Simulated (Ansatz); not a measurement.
Isolated molecules relaxed with PBE0-D4/def2-TZVP in Ansatz; ΔE leaves out vibrations. CCSD(T)/CBS is the MP2 limit (def2-TZVPP, def2-QZVPP) plus CCSD(T) − MP2 in def2-TZVPP, frozen cores. This one scheme is used for every species. Functionals use def2-TZVPP. B3LYP here is the variant with VWN-RPA as its local correlation; programs differ in this. Each species was taken in one conformer, which may not be the lowest.

Reaction (formal exchange of groups at the Si–C bond): `OC(F)[SiH2][SiH3]` + H–F → disilane + `OC(F)F`

Question: Is it downhill or uphill in electronic energy at CCSD(T)/CBS, and by how much? (Estimate.)

Answer: Ansatz gave: Downhill: ΔE = -7.4 kJ/mol.

Question: What do these levels give: PBE-D4, r2SCAN-D4, B3LYP-D4, ωB97M-V, PBE, r2SCAN, PBE0, HF/def2-TZVPP, HF/def2-QZVPP, MP2/def2-QZVPP, SCS-MP2/def2-QZVPP, MP2/CBS(def2)? (An estimate is asked.)

Answer: The calculation gave: PBE-D4 -15.0, r2SCAN-D4 -25.0, B3LYP-D4 -17.1, ωB97M-V -20.0, PBE -20.7, r2SCAN -26.7, PBE0 -24.0, HF/def2-TZVPP -47.3, HF/def2-QZVPP -46.4, MP2/def2-QZVPP -4.7, SCS-MP2/def2-QZVPP -10.8, MP2/CBS(def2) -0.5 kJ/mol.

Largest T1 diagnostic among the species: 0.013.

In def2-TZVPP, CCSD(T) changes the Hartree–Fock value by +29.3 kJ/mol (the triples alone add +2.7 kJ/mol) and MP2 by +36.2 kJ/mol. From PBE to PBE0 (25 % exact exchange), in def2-TZVPP and without D4, ΔE moves by −3.3 kJ/mol.
